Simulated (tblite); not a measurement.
C4H7B3Cl2O.
Bonds: Cl1–B2, B2–Cl3, B2–C4, C4–C5 (double), C5–C6, C6–O7, O7–B8, B8–C9, C9–B10, C4–B10. Hydrogens: H11 on C5; H12, H13 on C6; H14 on B8; H15, H16 on C9; H17 on B10.

Computed with GFN2-xTB (tblite), gas phase: L-BFGS steps from a force-field or distance-geometry start until the largest atomic force falls under 0.01 eV/Å.

Step 65: E = -790.3255 eV
```
atom  x, y, z in Å  |  force x, y, z in eV/Å
Cl1     3.1124   -0.7476    1.9545   -0.008  -0.030  -0.027
B2      2.4598   -0.6171    0.3700    0.019  -0.029   0.002
Cl3     3.4441   -1.0602   -0.9668    0.020   0.020   0.007
C4      0.9840   -0.1186    0.1505   -0.028   0.025  -0.021
C5      0.8005    1.1236   -0.3369   -0.026   0.030   0.000
C6     -0.5176    1.8231   -0.5533    0.002   0.016   0.015
O7     -1.5029    0.8937   -0.8944    0.040   0.021   0.005
B8     -1.9727   -0.0145   -0.0039   -0.014   0.031  -0.028
C9     -1.4105   -1.4795   -0.2144   -0.008  -0.007   0.001
B10    -0.1009   -1.1604    0.6032   -0.027   0.010  -0.031
H11     1.6584    1.7391   -0.5877   -0.015  -0.011   0.006
H12    -0.4286    2.5409   -1.3779    0.035  -0.044   0.017
H13    -0.7895    2.3794    0.3610   -0.024  -0.006  -0.022
H14    -2.5988    0.3188    0.9427   -0.016  -0.006   0.014
H15    -1.2118   -1.6301   -1.2730    0.005  -0.010   0.029
H16    -1.9987   -2.3034    0.1743    0.028  -0.019   0.015
H17     0.0658   -1.6754    1.6426    0.016   0.010   0.017
```

Step 66: E = -790.3260 eV
```
atom  x, y, z in Å  |  force x, y, z in eV/Å
Cl1     3.1101   -0.7588    1.9546   -0.013  -0.026  -0.033
B2      2.4594   -0.6169    0.3702    0.011  -0.029  -0.011
Cl3     3.4444   -1.0549   -0.9685    0.018   0.023   0.013
C4      0.9835   -0.1164    0.1507   -0.022   0.008   0.006
C5      0.7991    1.1249   -0.3385   -0.002   0.008   0.005
C6     -0.5187    1.8244   -0.5529    0.013   0.006   0.016
O7     -1.5019    0.8936   -0.8943    0.029   0.020  -0.028
B8     -1.9725   -0.0144   -0.0049   -0.012   0.025  -0.022
C9     -1.4084   -1.4789   -0.2128   -0.008  -0.015  -0.005
B10    -0.1002   -1.1583    0.6066   -0.039   0.004  -0.025
H11     1.6574    1.7362   -0.5956   -0.006   0.007   0.008
H12    -0.4278    2.5426   -1.3766    0.018  -0.036   0.015
H13    -0.7920    2.3773    0.3625   -0.020   0.011  -0.016
H14    -2.5995    0.3199    0.9400   -0.026  -0.006   0.029
H15    -1.2069   -1.6307   -1.2704    0.006  -0.007   0.019
H16    -1.9966   -2.3039    0.1737    0.028  -0.016   0.024
H17     0.0635   -1.6738    1.6468    0.024   0.022   0.008
```

Step 67: E = -790.3265 eV
```
atom  x, y, z in Å  |  force x, y, z in eV/Å
Cl1     3.1086   -0.7694    1.9536   -0.016  -0.023  -0.031
B2      2.4594   -0.6171    0.3698   -0.008  -0.024  -0.023
Cl3     3.4464   -1.0481   -0.9699    0.015   0.026   0.013
C4      0.9828   -0.1149    0.1511   -0.007  -0.014   0.025
C5      0.7980    1.1255   -0.3403    0.023  -0.013   0.015
C6     -0.5194    1.8250   -0.5520    0.019  -0.004   0.014
O7     -1.5004    0.8934   -0.8957    0.010   0.009  -0.047
B8     -1.9731   -0.0136   -0.0068   -0.012   0.011  -0.012
C9     -1.4072   -1.4783   -0.2108   -0.013  -0.011  -0.007
B10    -0.1005   -1.1560    0.6099   -0.035   0.002  -0.009
H11     1.6566    1.7330   -0.6033    0.003   0.023   0.009
H12    -0.4269    2.5438   -1.3742    0.006  -0.017   0.005
H13    -0.7945    2.3737    0.3646   -0.018   0.028  -0.008
H14    -2.6015    0.3222    0.9369   -0.025  -0.007   0.028
H15    -1.2018   -1.6310   -1.2672    0.005  -0.007   0.003
H16    -1.9949   -2.3045    0.1738    0.024  -0.012   0.030
H17     0.0616   -1.6717    1.6508    0.028   0.033  -0.004
```

Step 68: E = -790.3270 eV
```
atom  x, y, z in Å  |  force x, y, z in eV/Å
Cl1     3.1068   -0.7815    1.9516   -0.017  -0.022  -0.022
B2      2.4592   -0.6177    0.3688   -0.027  -0.017  -0.030
Cl3     3.4497   -1.0382   -0.9715    0.012   0.027   0.006
C4      0.9818   -0.1139    0.1520    0.010  -0.033   0.033
C5      0.7974    1.1253   -0.3424    0.040  -0.026   0.026
C6     -0.5195    1.8253   -0.5506    0.019  -0.013   0.008
O7     -1.4983    0.8931   -0.8984   -0.011  -0.009  -0.049
B8     -1.9741   -0.0124   -0.0096   -0.012  -0.004   0.000
C9     -1.4065   -1.4777   -0.2087   -0.018  -0.001  -0.006
B10    -0.1021   -1.1532    0.6139   -0.018   0.002   0.011
H11     1.6562    1.7289   -0.6126    0.010   0.032   0.012
H12    -0.4263    2.5454   -1.3704    0.000   0.007  -0.006
H13    -0.7969    2.3689    0.3677   -0.015   0.040  -0.001
H14    -2.6043    0.3248    0.9332   -0.017  -0.009   0.015
H15    -1.1958   -1.6320   -1.2634    0.001  -0.008  -0.016
H16    -1.9932   -2.3050    0.1748    0.016  -0.009   0.034
H17     0.0590   -1.6682    1.6560    0.027   0.042  -0.014
```

Problem. Estimate the geometry and energy of step 69. (The exact step hangs on the optimiser's Hessian estimate; all steps are aligned on step 68, rigid shifts and turns removed.)

Solution. E = -790.3277 eV, largest force 0.063 eV/Å
```
atom  x, y, z in Å  |  force x, y, z in eV/Å
Cl1     3.1038   -0.7979    1.9485   -0.017  -0.022  -0.009
B2      2.4585   -0.6189    0.3670   -0.041  -0.012  -0.031
Cl3     3.4544   -1.0232   -0.9739    0.009   0.028  -0.006
C4      0.9804   -0.1133    0.1538    0.024  -0.043   0.028
C5      0.7978    1.1244   -0.3450    0.044  -0.029   0.035
C6     -0.5190    1.8255   -0.5484    0.011  -0.022  -0.002
O7     -1.4955    0.8929   -0.9028   -0.029  -0.028  -0.034
B8     -1.9753   -0.0111   -0.0137   -0.011  -0.019   0.009
C9     -1.4060   -1.4773   -0.2064   -0.019   0.012  -0.002
B10    -0.1050   -1.1493    0.6194    0.007   0.007   0.030
H11     1.6564    1.7237   -0.6252    0.014   0.031   0.022
H12    -0.4257    2.5484   -1.3649   -0.002   0.028  -0.015
H13    -0.7998    2.3631    0.3721   -0.007   0.044   0.000
H14    -2.6078    0.3272    0.9284   -0.004  -0.008  -0.006
H15    -1.1880   -1.6350   -1.2586   -0.006  -0.008  -0.034
H16    -1.9911   -2.3055    0.1769    0.003  -0.005   0.035
H17     0.0549   -1.6618    1.6632    0.024   0.046  -0.019
```

The energy changes by -0.0007 eV. The first-order estimate −F·Δx gives -0.0009 eV and the mean of the old and new forces, exact on a quadratic surface, -0.0007 eV. The step makes an angle of 80° with the force vector and moves no atom by more than 0.017 Å.

The cost below is that of the whole relaxation. Hardware: an Arm Neoverse N1 with one thread, shared host with 64 logical CPUs at a one-minute load of 59. Cost: 2.9 s.
